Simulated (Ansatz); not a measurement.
H2BClN, SMILES `N[B-]Cl` (lower singlet) (charge -1, multiplicity 1). This singlet lies 1.72 eV below the relaxed triplet at the level frozen-core CCSD(T)/aug-cc-pVDZ // B3LYP-D3(BJ)/def2-TZVPD (Ansatz, a quantum-chemistry and plane-wave program).

Cartesian coordinates (Å):
SMILES: N[B-]Cl
```xyz
5

N     -0.5775    -0.0722     0.0116
B      0.6134    -0.7709     0.3334
Cl     2.0543     0.4805    -0.1326
H     -1.4705    -0.5072     0.1615
H     -0.6198     0.8699    -0.3739
```
Charge -1, spin multiplicity 1.

**Question.** Give the natural occupations of the active orbitals, the CASSCF energy and the corrected energy for frozen-core fic-MRCISD+Q@CASSCF(2e,2o)/aug-cc-pVTZ // B3LYP-D3(BJ)/def2-TZVPD in Ansatz.

**Answer.** 
```
Property                       Result
-----------------------  ------------
natural occupations        1.98, 0.02
CASSCF energy            -539.8769 Ha
corrected energy         -540.4149 Ha
weight of the reference         0.869
```
